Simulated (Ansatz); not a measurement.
How methods differ on SnS (SMILES [S][Sn])

The species is SnS (2 atoms), meant as a singlet with charge 0. SMILES: `[S][Sn]`. Geometry: the measured bond length.

```xyz
2

S     0.0000    0.0000    0.0000
Sn    0.0000    0.0000    2.2090
```

Quantity: the energy change with the S1–Sn2 bond stretched from 2.209 to 4.418 Å, in eV. The values are calculated.

| level | kind | program | value (eV) | less FCI/STO-3G | CPU time (all runs) |
| --- | --- | --- | --- | --- | --- |
| HF/STO-3G (restricted) | Hartree–Fock | Ansatz | 7.62 | +2.07 | 1.9 s |
| SVWN5/STO-3G (restricted) | LDA | Ansatz | 8.92 | +3.37 | 6.4 s |
| PBE/STO-3G (restricted) | GGA | Ansatz | 8.50 | +2.95 | 11 s |
| r2SCAN/STO-3G (restricted) | meta-GGA | Ansatz | 9.03 | +3.48 | 30 s |
| BHLYP/STO-3G (restricted) | global hybrid | Ansatz | 9.10 | +3.55 | 3.8 s |
| RPA@PBE/STO-3G (restricted) | RPA | Ansatz | 5.13 | -0.42 | 17 s |
| CCSD(T)/STO-3G (unrestricted) | coupled cluster or CI | Ansatz | 5.54 | -0.01 | 9.2 s |
| FCI/STO-3G | exact in the basis | Ansatz | 5.55 | 0.00 | 10 s |

FCI/STO-3G is exact within its basis and frozen core, so for wave-function methods in that basis the difference is their error; functionals converge differently with the basis, so for them it is only a difference. A spin-restricted reference rises too steeply as a bond breaks; here HF/STO-3G, SVWN5/STO-3G, PBE/STO-3G, r2SCAN/STO-3G, BHLYP/STO-3G lie well above the multireference or unrestricted value. All-electron rows without a relativistic Hamiltonian named are non-relativistic. The first shape isn't each level's own minimum. The values span 5.13 to 9.10 eV. Spin contamination of the reference (⟨S²⟩ at least 0.1 too high) touches CCSD(T)/STO-3G. All rows use very small basis sets, so none should be taken for the real molecule's value. In the correlated wave-function rows the outer d shell of Sn is correlated, in sets not made for it. In so small a basis fixed costs decide the times, and correlated methods can beat functionals. CPU times are rough (shared hosts, several kinds of processor and program).
